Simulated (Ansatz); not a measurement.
Two isomers of CH5ClOSi: A = `O[SiH2]CCl`, B = `OC[SiH2]Cl`.

Computed with Ansatz on PBE0-D4/def2-TZVP structures; ΔE is electronic, products minus reactants. CCSD(T)/CBS is the MP2 limit (def2-TZVPP, def2-QZVPP) plus CCSD(T) − MP2 in def2-TZVPP, frozen cores. DFT in def2-TZVPP. Each species was taken in one conformer, which may not be the lowest.

**Question.** Which isomer does CCSD(T)/CBS put lower? Give the gap. (An estimate is asked.)

**Answer.** Ansatz gave: A, by 8.6 kcal/mol.

**Question.** Give E(B) − E(A) in kcal/mol with LDA (SPW92), HF/def2-TZVPP, CCSD(T)/def2-SVP, PBE-D4, ωB97M-V, CCSD/def2-TZVPP, B2PLYP. (Estimate.)

**Answer.** Ansatz gave: LDA (SPW92) 5.9, HF/def2-TZVPP 8.4, CCSD(T)/def2-SVP 3.4, PBE-D4 5.7, ωB97M-V 7.5, CCSD/def2-TZVPP 8.4, B2PLYP 8.2. None reverses the order clearly.

**Question.** Does the order hold for the free energy at 298.15 K (harmonic terms from PBE0-D4)? (An estimate is asked.)

**Answer.** Ansatz gave: Yes: G(B) − G(A) = +9.3 kcal/mol, for one conformer each.

Largest T1 diagnostic: 0.010.

From BLYP to BHLYP (50 % exact exchange), in def2-TZVPP and without D4, E(B) − E(A) moves by +1.0 kcal/mol. At CCSD(T), def2-SVP lies −5.2 kcal/mol from the extrapolated value and def2-TZVPP −0.2 kcal/mol.
